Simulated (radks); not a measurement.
All-electron atom: Sb+ in [Kr] 4d8 5s2 5p2 6p2 (not the ground configuration).

All-electron calculation, scalar-relativistic Kohn-Sham, r2SCAN, spin-unpolarised, spherical densities, finite nucleus; meta-GGA in the generalised Kohn-Sham scheme; Fermi nuclear charge, rms radius 4.6802 fm. Program: a radial shooting solver on a logarithmic mesh with Libxc functionals.

Energy parts (hartree):
part                        energy
total                  -6478.16002
kinetic                 6775.79930
electron-nucleus      -15607.06957
Hartree                 2522.12993
exchange-correlation    -169.01968

Orbitals (lengths in bohr, moments of r in powers of bohr):
orbital	occ.	eigenvalue (hartree)	<r>
1s	2	-1117.088	0.02843
2s	2	-171.7762	0.1226
2p	6	-154.2446	0.1071
3s	2	-35.01574	0.3297
3p	6	-29.26052	0.3281
3d	10	-20.49983	0.3052
4s	2	-6.87671	0.7839
4p	6	-5.08120	0.8390
4d	8	-2.43359	0.9769
5s	2	-1.25291	1.926
5p	2	-0.83120	2.223
5d	0	-0.31115	3.412
6s	0	-0.31163	4.786
6p	2	-0.22474	5.518

The highest occupied level is 6p at -6.115 eV. The configuration is held as typed, so some empty levels lie below it. The electron density at the nucleus is 2.151e+05 e/bohr^3 (large components only). The density falls to 0.001 e/bohr^3 at r = 6.00 bohr. Summed over all electrons, <r^2> = 104.1 bohr^2, which gives a Langevin (diamagnetic) susceptibility term of -82.4 x 10^-6 cm^3/mol.

Run on one thread of a shared host, so times are rough (Arm Neoverse N1): 0.16 s of CPU time, 0.16 s wall, 12 iterations on 2360 mesh points.
